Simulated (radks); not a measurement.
Q: Successive ionisation energies (eV) of one element, from differences of total energies of ions in their ground configurations, starting at charge 7: 112.01, 129.64, 141.64, 159.75, 200.15, 218.77. Calculated with a radial shooting solver on a logarithmic mesh with Libxc functionals: scalar-relativistic Kohn-Sham, PBE, spin-polarised, spherical densities, finite nucleus; open shells are filled with parallel spins first (spin-orbit coupling, left out, can overturn this in heavy ions); Fermi nuclear charge, rms radius 4.8919 fm. Which element is it?

A: Praseodymium (Z = 59). The first species listed is Pr7+ in [Kr] 4d10 4f1 5s2 5p3, the last Pr12+ in [Kr] 4d10 5s1.
